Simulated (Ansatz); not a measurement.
`C#CSS[SiH2]C` + `C[SeH]` → `C[SiH2][Se]C` + `C#CSS`  (ligand exchange at the Si–S bond)

Gas-phase electronic energies from Ansatz, PBE0-D4/def2-TZVP geometries. CBS: MP2 limit from def2 TZ/QZ plus the TZ coupled-cluster correction, frozen cores. Functionals use def2-TZVPP. B3LYP here is the variant with VWN-RPA as its local correlation; programs differ in this. For Se outer-core shells are correlated without core-valence functions, which leaves a few kJ/mol of doubt a bond. Scalar relativity is left out up to krypton. Each species was taken in one conformer, which may not be the lowest.

**Question.** Is it downhill or uphill in electronic energy at CCSD(T)/CBS, and by how much? (An estimate is asked.)

**Answer.** Computed: Nearly level: ΔE = -0.2 kcal/mol.

**Question.** What do these levels give: PBE-D4, r2SCAN-D4, B3LYP-D4, ωB97M-V, PBE, PBE0, MP2/def2-TZVPP, SCS-MP2/def2-TZVPP, CCSD/def2-TZVPP, CCSD(T)/def2-TZVPP, HF/CBS(def2), MP2/CBS(def2)? (Best estimate.)

**Answer.** Computed: PBE-D4 0.0, r2SCAN-D4 0.1, B3LYP-D4 0.2, ωB97M-V 0.0, PBE -0.3, PBE0 -0.4, MP2/def2-TZVPP 0.2, SCS-MP2/def2-TZVPP 0.1, CCSD/def2-TZVPP -0.2, CCSD(T)/def2-TZVPP 0.1, HF/CBS(def2) -0.5, MP2/CBS(def2) -0.1 kcal/mol.

Largest T1 diagnostic among the species: 0.014.
